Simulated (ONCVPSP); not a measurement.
Configuration tests for V (ONCV)

```
Element                 : vanadium
Generator               : ONCVPSP 4.0.1
Type                    : optimised norm-conserving Vanderbilt (ONCV)
Functional              : PBE
Relativity              : fully relativistic
Frozen core             : [Ne]
Valence charge          : 13
Reference configuration : 3s2 3p6 3d3 (charge +2)
Partial waves           : 3s: rc 1.50 bohr, ncon 4, nbas 9, qcut 9.2 1/bohr, 2 projectors, debl 0.4 Ha; 3p: rc 1.15 bohr, ncon 5, nbas 9, qcut 10.4 1/bohr, 1 projector; 3d: rc 1.95 bohr, ncon 3, nbas 8, qcut 8.4 1/bohr, 2 projectors, debl 1.1 Ha
Local potential         : polynomial inside 0.80 bohr (lpopt 5, dvloc0 0 Ha)
Core correction         : none
```

Open shells are filled in proportion to 2j + 1.

In the s channel the program set the typed energies aside and used -3.189, 0.250 Ha.

Energies are relative to the spin-unpolarised reference configuration 3s2 3p6 3d3; without spin polarisation the order of configurations can differ from experiment.

(1) Give the all-electron excitation energy and the error of the potential for: 3s2 3p6 3d3 4s2; 3s2 3p6 3d3 4s1; 3s2 3p6 3d2; 3s2 3p6 3d3.5 4s1.5.

Levels in the configuration 3s2 3p6 3d3 4s2:

```json
{"level": "3s j=1/2", "all-electron (eV)": "-70.223", "pseudo (eV)": "-70.177"}
{"level": "3p j=3/2", "all-electron (eV)": "-43.757", "pseudo (eV)": "-43.726"}
{"level": "3p j=1/2", "all-electron (eV)": "-44.589", "pseudo (eV)": "-44.555"}
{"level": "3d j=5/2", "all-electron (eV)": "-5.139", "pseudo (eV)": "-5.106"}
{"level": "3d j=3/2", "all-electron (eV)": "-5.205", "pseudo (eV)": "-5.171"}
{"level": "4s j=1/2", "all-electron (eV)": "-4.702", "pseudo (eV)": "-4.706"}
```

## Answers

(1)

```json
{"valence configuration": "3s2 3p6 3d3 4s2", "charge": "0", "ΔE all-electron (eV)": "-22.031", "error AE − PS (meV)": "+4.4"}
{"valence configuration": "3s2 3p6 3d3 4s1", "charge": "+1", "ΔE all-electron (eV)": "-14.296", "error AE − PS (meV)": "+1.0"}
{"valence configuration": "3s2 3p6 3d2", "charge": "+3", "ΔE all-electron (eV)": "28.897", "error AE − PS (meV)": "+140"}
{"valence configuration": "3s2 3p6 3d3.5 4s1.5", "charge": "0", "ΔE all-electron (eV)": "-21.976", "error AE − PS (meV)": "-0.7"}
```
